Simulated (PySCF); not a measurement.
NMR data sheet: C₂H₉B₂N

| Property | Result |
| --- | --- |
| Formula | C2H9B2N |
| SMILES | BN(B)CC |
| InChI | InChI=1S/C2H9B2N/c1-2-5(3)4/h2-4H2,1H3 |
| Carbon signals | 2 |
| Proton signals | 3 |

Bonds (- single, = double, # triple, : aromatic): B1-N2 1.423 Å, N2-B3 1.423 Å, N2-C4 1.468 Å, C4-C5 1.517 Å. B1 carries H6, H7; B3 carries H8, H9; C4 carries H10, H11; C5 carries H12, H13, H14.

No solvent, non-relativistic, averaged over atoms made equivalent by symmetry, fast rotation or ring inversion, a single conformation. PBE0/pcSseg-1 with gauge-including orbitals; coordinates at the PBE0-D3(BJ)/def2-SVP level; B3LYP/pcJ-1 coupling constants (spin–dipole term only in couplings to heteroatoms); PySCF.

δ = σ(ref) − σ, references computed at the same level: ¹H (σref 31.27), ¹³C (σref 184.41) against TMS; ¹¹B (σref 100.73) vs BF3·OEt2; ¹⁵N (σref 265.67) against NH3.

```tsv
carbon	δC, type	δH (multiplicity, J in Hz)	HMBC from (abs. J ≥ 3 Hz)	span of the C tensor (ppm)
C4	55.6, CH2	3.48 (q, 8.0)	H6/H7/H8/H9, H12/H13/H14	64
C5	23.4, CH3	1.22 (t, 8.0)	–	40
```

Other nuclei:
```
      atoms  nucleus                      environment  δ (ppm)  σ (ppm)
H6/H7/H8/H9       ¹H  hydrogen on a boron bonded to N     5.67    25.60
      B1/B3      ¹¹B           boron bonded to N, 2 H     56.4     44.3
         N2      ¹⁵N        nitrogen bonded to C, 2 B    227.3     38.3
```

Selected couplings (Hz, signed; the shortest-range and largest first, 30 at most; isotopes ¹¹B, ¹H, ¹³C, ¹⁵N): ¹J(B1,H6) 145.8, ¹J(C4,H10) 142.6, ¹J(C5,H12) 133.3, ¹J(C4,C5) 38.1, ¹J(B1,N2) -22.4, ¹J(N2,C4) -7.6, ²J(N2,H6) -3.0, ²J(B1,C4) 1.9, ³J(H10,H12) 8.0, ³J(B1,H8) 5.6, ³J(B1,H10) 4.8, ³J(N2,H12) -2.8.

δC 55.6: sp3 CH2 bonded to N; pulled downfield by the heteroatom. δC 23.4: methyl carbon; saturated and bonded to C and H only. δH 5.67: hydrogen on a boron bonded to N. δH 3.48: hydrogen on an sp3 CH2 bonded to N; its carbon carries N, hence the downfield position. δH 1.22: hydrogen on a methyl carbon. The protons at 3.48 and 1.22 share a coupling of 8.0 Hz (vicinal).

Hydrogens on boron are broadened and split by ¹¹B (spin 3/2, 80 %) and 10B (spin 3). Multiplet labels drop couplings under 1 Hz and merge nearly equal ones. Unscaled 3J(H,H) at this level run about 10 % above measured values. Shifts are as computed. Against solution values, carbons near 30 ppm lie about +2 ppm off and those near 130 ppm about +5 ppm. Of 1313 compounds with measured shifts, 239 miss one by over three times the rms of a fit or turn the order of signals round; such compounds aren't used in these exercises. Experimental scales use liquid or dissolved standards, which lie at an offset from isolated NH3 (liquid NH3: subtract about 20 ppm). Unscaled 15N shifts of sp2 nitrogen come out 20 to 40 ppm too high even then.
